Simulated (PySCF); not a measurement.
Te(2+): ionisation energy

Te(2+) [Kr] 4d10 5s2 5p2 (3P) → Te(3+) [Kr] 4d10 5s2 5p1 (2P), as a difference of total energies. Calculation: PySCF 2.14, in def2-SVP with the def2 core potential (28 electrons) (4s4p2d, 26 functions); a scalar-relativistic core potential. Correlated levels: valence: 4s2 4p6 4d10 frozen. The calculations carry no spin-orbit coupling.

| method | ionisation energy (eV) |
| --- | --- |
| UHF | 26.934 |
| PBE | 27.510 |
| M06-L | 27.040 |
| MP2 (valence) | 27.140 |
| SCS-MP2 (valence) | 27.089 |
| CCSD (valence) | 27.170 |
| CCSD(T) (valence) | 27.175 |

Problem. How much does correlation contribute at CCSD(T) (valence)?

Solution. 27.175 − (26.934) = 0.241 eV, measured against UHF.

The reference lies between the lowest fine-structure levels, while these numbers refer to the centres of the terms.

Errors of the correlated levels include the incompleteness of this basis and the frozen core.

For comparison: 27.84 ± 0.04 eV (measured; NIST Atomic Spectra Database, ionization energies).
